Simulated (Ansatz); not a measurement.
Correlation energies of `[Bi]#[Bi]` by basis set

```xyz
2

Bi    0.8336    0.7890   -0.6199
Bi   -0.8336   -0.7890    0.6199
```

Charge 0, multiplicity 1. Correlated methods include outer-core shells of Bi, which these sets cover unevenly. Bi takes the def2 core potential. The structure was optimised at the PBE0-D4/def2-TZVP level. Frozen core, restricted reference, the Gaussian-basis code of Ansatz.

| basis | HF (Eh) | MP2 corr. |
| --- | --- | --- |
| def2-SVP | -427.14129 | -0.23489 |
| def2-TZVPP | -427.15210 | -0.86671 |
| def2-QZVPP | -427.15477 | -1.10973 |

(1) Estimate the CCSD correlation energy and the (T) correction in each basis where they were run (hartree).

Results:

(1) 
```
     basis  CCSD corr.       (T)
  def2-SVP    -0.23533  -0.01427
def2-TZVPP    -0.78567  -0.03013
def2-QZVPP    -0.99229  -0.04174
```
